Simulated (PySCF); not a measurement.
Ti(OH)4 cation (H4O4Ti), SMILES [OH][Ti]([OH])([OH])[OH] (connectivity only; charge and spin as stated), charge +1, multiplicity 2. Atoms are numbered in the order given.

```xyz
9

Ti     0.0945     0.0738     0.0600
O      1.1830     0.9256    -0.9663
H      1.5555     1.7199    -1.3766
O     -1.1014     1.0432     0.8417
H     -1.6025     1.4085     1.5856
O     -1.1850    -1.0445    -1.2105
H     -1.6469    -1.8832    -0.9732
O      0.8494    -1.0948     1.0843
H      1.6467    -1.5055     1.4498
```
Charge +1, spin multiplicity 2.

Coordinates come from a ωB97X-D3(BJ)/def2-SVP optimisation. The multiplicity is an assumed one; no other spin state was optimised. The isomer is the one that the SMILES or the coordinates give; other isomers of the formula were not compared. Other conformers were not sampled.

These are B3LYP/def2-TZVP (PySCF) values and carry that method's errors.

Atomic charges (e):

| atom | Löwdin | meta-Löwdin | Mulliken spin |
|---|---|---|---|
| Ti1 | 0.48 | ? | -0.07 |
| O2 | -0.15 | ? | 0.01 |
| H3 | 0.21 | ? | 0.00 |
| O4 | -0.13 | ? | 0.09 |
| H5 | 0.21 | ? | 0.00 |
| O6 | 0.10 | ? | 0.97 |
| H7 | 0.22 | ? | -0.02 |
| O8 | -0.15 | ? | 0.02 |
| H9 | 0.21 | ? | 0.00 |

Task: Fill in the missing entries. (The exact figures need the calculation; the answer reports its results.)

Result: 
- Ti1, meta-Löwdin: 1.49
- O2, meta-Löwdin: -0.61
- H3, meta-Löwdin: 0.40
- O4, meta-Löwdin: -0.60
- H5, meta-Löwdin: 0.40
- O6, meta-Löwdin: -0.28
- H7, meta-Löwdin: 0.41
- O8, meta-Löwdin: -0.62
- H9, meta-Löwdin: 0.40
